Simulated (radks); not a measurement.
Task: Coherent X-ray form factor from a spherical all-electron density. All-electron calculation, non-relativistic Kohn-Sham, Wu-Cohen GGA, spin-polarised, spherical densities, point nucleus. Program: a radial shooting solver on a logarithmic mesh with Libxc functionals.

sin(theta)/lambda (1/angstrom),f0 (electrons)
0.05,14.853
0.1,14.429
0.15,13.780
0.2,12.976
0.25,12.094
0.3,11.205
0.4,9.601
0.5,8.364
0.6,7.463
0.8,6.195
1,5.135
1.25,3.936
1.5,2.985
2,1.886

The species is in the configuration that NIST lists as its ground one. Which atom or ion scatters so?

Result: The calcium ion Ca5+, [Ne] 3s2 3p3. Extrapolating in s^2 from the first two rows gives f0(0) = 15.0, near the electron count 15; among species with that count, the fall with angle is slower the higher Z, and the table is that of Z = 20; from so few rows the species is fixed only to a neighbour or two.
